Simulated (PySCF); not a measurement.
Point-charge models of `C#C/C(CC)=C(\C)S[SiH3]` against its computed dipole.

Coordinates (GFN2-xTB, Å) and charges (e) from the PBE0/pcSseg-1 density (PySCF):

```json
{"atom": "C1", "x": "-2.152", "y": "2.283", "z": "1.063", "Mulliken": "-0.3899", "IAO": "-0.2512", "Hirshfeld": "-0.1105", "ESP-fitted": "-0.5367"}
{"atom": "C2", "x": "-1.472", "y": "1.345", "z": "0.743", "Mulliken": "+0.3622", "IAO": "-0.0267", "Hirshfeld": "-0.0342", "ESP-fitted": "+0.2389"}
{"atom": "C3", "x": "-0.727", "y": "0.191", "z": "0.407", "Mulliken": "-0.2154", "IAO": "-0.0285", "Hirshfeld": "+0.0002", "ESP-fitted": "-0.3911"}
{"atom": "C4", "x": "-1.340", "y": "-1.113", "z": "0.837", "Mulliken": "-0.1397", "IAO": "-0.2537", "Hirshfeld": "-0.0704", "ESP-fitted": "+0.2738"}
{"atom": "C5", "x": "-2.325", "y": "-1.617", "z": "-0.218", "Mulliken": "-0.2672", "IAO": "-0.4122", "Hirshfeld": "-0.1181", "ESP-fitted": "-0.2369"}
{"atom": "C6", "x": "0.423", "y": "0.298", "z": "-0.278", "Mulliken": "-0.4034", "IAO": "-0.0803", "Hirshfeld": "+0.0033", "ESP-fitted": "+0.2790"}
{"atom": "C7", "x": "1.006", "y": "1.596", "z": "-0.732", "Mulliken": "-0.1281", "IAO": "-0.4253", "Hirshfeld": "-0.1231", "ESP-fitted": "-0.4816"}
{"atom": "S8", "x": "1.305", "y": "-1.171", "z": "-0.759", "Mulliken": "-0.2034", "IAO": "-0.1354", "Hirshfeld": "-0.0493", "ESP-fitted": "-0.2785"}
{"atom": "Si9", "x": "3.362", "y": "-0.707", "z": "-0.356", "Mulliken": "+0.4422", "IAO": "+0.5427", "Hirshfeld": "+0.3018", "ESP-fitted": "+0.3217"}
{"atom": "H10", "x": "-2.732", "y": "3.114", "z": "1.335", "Mulliken": "+0.0414", "IAO": "+0.2020", "Hirshfeld": "+0.0904", "ESP-fitted": "+0.3244"}
{"atom": "H11", "x": "-0.552", "y": "-1.855", "z": "0.977", "Mulliken": "+0.1445", "IAO": "+0.1495", "Hirshfeld": "+0.0276", "ESP-fitted": "-0.0286"}
{"atom": "H12", "x": "-1.864", "y": "-0.970", "z": "1.785", "Mulliken": "+0.1290", "IAO": "+0.1473", "Hirshfeld": "+0.0416", "ESP-fitted": "+0.0037"}
{"atom": "H13", "x": "-2.782", "y": "-2.548", "z": "0.108", "Mulliken": "+0.1142", "IAO": "+0.1415", "Hirshfeld": "+0.0425", "ESP-fitted": "+0.0504"}
{"atom": "H14", "x": "-1.804", "y": "-1.794", "z": "-1.155", "Mulliken": "+0.1225", "IAO": "+0.1427", "Hirshfeld": "+0.0327", "ESP-fitted": "+0.0793"}
{"atom": "H15", "x": "-3.109", "y": "-0.882", "z": "-0.386", "Mulliken": "+0.1212", "IAO": "+0.1428", "Hirshfeld": "+0.0365", "ESP-fitted": "+0.0696"}
{"atom": "H16", "x": "1.243", "y": "1.551", "z": "-1.795", "Mulliken": "+0.1426", "IAO": "+0.1578", "Hirshfeld": "+0.0440", "ESP-fitted": "+0.1472"}
{"atom": "H17", "x": "0.299", "y": "2.405", "z": "-0.559", "Mulliken": "+0.1466", "IAO": "+0.1661", "Hirshfeld": "+0.0432", "ESP-fitted": "+0.1618"}
{"atom": "H18", "x": "1.927", "y": "1.816", "z": "-0.190", "Mulliken": "+0.1519", "IAO": "+0.1472", "Hirshfeld": "+0.0441", "ESP-fitted": "+0.1479"}
{"atom": "H19", "x": "3.983", "y": "-2.014", "z": "-0.466", "Mulliken": "-0.0599", "IAO": "-0.0948", "Hirshfeld": "-0.0632", "ESP-fitted": "-0.0224"}
{"atom": "H20", "x": "3.437", "y": "-0.145", "z": "0.987", "Mulliken": "-0.0493", "IAO": "-0.1115", "Hirshfeld": "-0.0684", "ESP-fitted": "-0.0588"}
{"atom": "H21", "x": "3.867", "y": "0.235", "z": "-1.350", "Mulliken": "-0.0618", "IAO": "-0.1197", "Hirshfeld": "-0.0712", "ESP-fitted": "-0.0630"}
```

Q: What dipole does each set of charges give (1 e·Å = 4.803 D), and what does the density give?

A: The full density gives (1.10, 0.80, 0.28) D, 1.39 D in size; dipole vectors point from the negative to the positive end.

| scheme | μx | μy | μz | size (D) | share of the full size (%) | angle to the full dipole (°) |
| --- | --- | --- | --- | --- | --- | --- |
| Mulliken | 3.41 | -0.84 | -0.68 | 3.58 | 258 | 54 |
| IAO | 1.86 | -0.18 | -0.06 | 1.87 | 135 | 43 |
| Hirshfeld | 1.18 | -0.08 | -0.17 | 1.19 | 86 | 44 |
| ESP-fitted | 1.09 | 0.79 | 0.26 | 1.38 | 99 | 1 |

Q: Which set comes closest?

A: Length of the difference vector: ESP-fitted 0.02 D, Hirshfeld 0.99 D, IAO 1.28 D, Mulliken 3.00 D. Closest: ESP-fitted. The schemes that divide the density aren't constrained to reproduce the dipole.

Q: What is left for the Hirshfeld atoms' own dipoles?

A: The shares of the density sum to the whole, so what Σ q r misses lies in dipoles about the nuclei. The atomic dipoles sum to (1.10, 0.80, 0.28) − (1.18, -0.08, -0.17) = (-0.08, 0.88, 0.45) D, 0.99 D in size.

Q: With the origin at the mean of the coordinates, (0.000, 0.001, 0.000) Å, which are the largest single terms, by size, of the ESP-fitted dipole along the direction of the full one?

A: C7 -3.62, Si9 +3.37, C5 +3.20, C4 -2.02, H18 +1.80 D; all 21 atoms together +1.38 D. The single terms depend on the origin, their sum doesn't.

Q: Give the size of the full dipole in other units.

A: 1.39 D = 0.546 au = 0.289 e·Å = 4.63 × 10⁻³⁰ C·m.

The structure is a single GFN2-xTB conformer in the gas phase; no vibrational or solvent corrections.

Conformer computed: `[CH:1]#[C:2]/[C:3]([CH2:4][CH3:5])=[C:6](\[CH3:7])[S:8][SiH3:9]`: C2–C3–C4–C5 86°, C3–C6–S8–Si9 -137°.
